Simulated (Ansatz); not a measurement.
Two structures of BH4SO2F, closed shell, reached by relaxing down either side of one saddle point (PBE0-D4/def2-TZVP). Energies are electronic, without zero-point energy. Program: Ansatz 0.2.0. Basis: def2-TZVPP and def2-QZVPP. Cores are frozen in the correlated methods. Extrapolation: Hartree–Fock as exp(−7.88 √X), correlation as X^−2.97. First:

B1  (-0.526, 0.400, 0.734)
F2  (-0.289, 1.543, 0.087)
O3  (-1.746, -0.192, 0.681)
O4  (0.484, -0.124, 1.470)
H5  (1.192, 0.547, -2.148)
S6  (1.224, -0.789, -2.022)
H7  (-2.363, 0.261, 0.102)
H8  (0.225, -0.938, 1.909)
H9  (1.800, -0.708, -0.812)
(Å)

Second:

```json
{"atom": "B1", "x (Å)": "-0.1005", "y (Å)": "-0.5638", "z (Å)": "0.4411"}
{"atom": "F2", "x (Å)": "-0.5403", "y (Å)": "2.1057", "z (Å)": "-1.3852"}
{"atom": "O3", "x (Å)": "-1.2494", "y (Å)": "0.1360", "z (Å)": "0.5703"}
{"atom": "O4", "x (Å)": "0.3805", "y (Å)": "-1.3249", "z (Å)": "1.4526"}
{"atom": "H5", "x (Å)": "0.2036", "y (Å)": "1.5329", "z (Å)": "-1.4418"}
{"atom": "S6", "x (Å)": "0.8460", "y (Å)": "-0.5405", "z (Å)": "-1.1495"}
{"atom": "H7", "x (Å)": "-1.4044", "y (Å)": "0.7963", "z (Å)": "-0.1167"}
{"atom": "H8", "x (Å)": "-0.1607", "y (Å)": "-1.2494", "z (Å)": "2.2450"}
{"atom": "H9", "x (Å)": "2.0252", "y (Å)": "-0.8924", "z (Å)": "-0.6158"}
```

Which bonds change from the first to the second?

BH₂O₂F ([OH][B]([OH])[F]) + H₂S → BH₃SO₂ ([OH][B]([OH])[SH]) + HF; bonds formed: B1–S6, F2–H5; bonds broken: B1–F2, H5–S6.

Give the saddle point's structure and its height above each. (To be estimated.)

Computed: 183.7 kJ/mol above the first and 118.5 kJ/mol above the second (CCSD(T) at an estimated basis limit (MP2 extrapolated from triple and quadruple zeta, plus CCSD(T) − MP2 in triple zeta)).
```xyz
9
angstrom
B -0.2073 -0.0688 0.2739
F 0.0662 1.4957 -0.2270
O -1.5628 -0.2451 0.3947
O 0.6241 -0.3847 1.3128
H 0.5237 0.9034 -1.1250
S 0.6384 -0.6569 -1.5072
H -2.0925 0.1817 -0.2796
H 0.1412 -0.4520 2.1406
H 1.8691 -0.7733 -0.9832
```

T1 diagnostic: at most 0.013.

Labels in which every atom is bracketed show which atoms are joined, not bond orders.

For scale, one of the runs: CCSD(T)/def2-TZVPP, 222 basis functions, launched by `ansatz run in.yaml --threads 4 --pin off --events-out ev --progress --plain --max-ram 9574MiB`. Hardware: 4 CPU threads of an Intel Xeon Platinum 8259CL, shared host. Wall time 66 s; peak host memory 3.7 GiB.
